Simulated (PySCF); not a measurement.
Mayer bond orders and bond lengths

Compound: C8H10.
SMILES with atom numbers: `[CH2:1]=[C:2]1[CH:3]=[C:4]([CH3:5])/[C:6]1=[CH:7]\[CH3:8]` (hydrogens: H9, H10 on C1; H11 on C3; H12, H13, H14 on C5; H15 on C7; H16, H17, H18 on C8)

Geometry (GFN2-xTB, Å), atoms numbered from 1 in this order:
```
atom  x, y, z in Å
C1    -1.5955   -2.4726    0.0294
C2    -1.2525   -1.1990   -0.0509
C3    -1.9360    0.0841   -0.2659
C4    -0.7843    0.7938   -0.1818
C5    -0.4510    2.2326   -0.2769
C6     0.0247   -0.4267    0.0439
C7     1.2917   -0.7581    0.2436
C8     2.4448    0.1877    0.3048
H9    -2.6194   -2.7903   -0.0748
H10   -0.8628   -3.2423    0.2018
H11   -2.9656    0.3427   -0.4283
H12   -1.3515    2.8184   -0.4512
H13    0.2475    2.4081   -1.0958
H14    0.0198    2.5763    0.6448
H15    1.5374   -1.8044    0.3770
H16    3.1756   -0.0634   -0.4646
H17    2.1236    1.2147    0.1628
H18    2.9448    0.1045    1.2703
```

Bond orders from the PBE0/pcSseg-1 density (PySCF). Geometry: GFN2-xTB; no solvent, vibrations or thermal averaging.

(1) How far do the computed orders between heavy atoms stray from the drawn ones?

(2) Give the Mayer order of every bond, beside its length.

## Answers

(1) The largest departure is 0.389, at C3–C4 (drawn double, 1.611). Drawn double or triple, more than 0.30 short of the drawn order: C3–C4 (1.611).

(2) 
| bond | drawn as | length (Å) | Mayer order |
| --- | --- | --- | --- |
| C1–C2 | double | 1.321 | 1.989 |
| C2–C3 | single | 1.470 | 1.012 |
| C3–C4 | double | 1.355 | 1.611 |
| C4–C5 | single | 1.480 | 1.107 |
| C4–C6 | single | 1.482 | 1.029 |
| C6–C7 | double | 1.325 | 1.801 |
| C7–C8 | single | 1.493 | 1.085 |
| C6–C2 | single | 1.496 | 0.976 |
| C1–H9 | single | 1.077 | 0.919 |
| C1–H10 | single | 1.077 | 0.911 |
| C3–H11 | single | 1.074 | 1.056 |
| C5–H12 | single | 1.088 | 0.944 |
| C5–H13 | single | 1.091 | 0.931 |
| C5–H14 | single | 1.091 | 0.931 |
| C7–H15 | single | 1.083 | 0.922 |
| C8–H16 | single | 1.090 | 0.948 |
| C8–H17 | single | 1.085 | 0.967 |
| C8–H18 | single | 1.090 | 0.948 |

By pair of heavy elements: C–C: lowest C6–C2 (0.976, 1.496 Å), highest C1–C2 (1.989, 1.321 Å); in 3 of the 28 pairs the longer bond (by over 0.003 Å) has the higher order (by 0.02 or more).

Question: Sum the orders of all bonds at each heavy atom with more than one neighbour and set the sums beside the valence in the SMILES.

Answer: C1 3.819 (drawn 4), C2 3.977 (drawn 4), C3 3.679 (drawn 4), C4 3.747 (drawn 4), C5 3.913 (drawn 4), C6 3.806 (drawn 4), C7 3.808 (drawn 4), C8 3.948 (drawn 4). Orders between atoms that aren't bonded are not in these sums.

The Mayer order sums products of elements of PS (density times overlap matrix) between the two atoms' basis functions, so it depends on the basis set.

These values come from a run that also computed NMR shieldings. Rough CPU time on one thread of a shared machine: about 80 s.
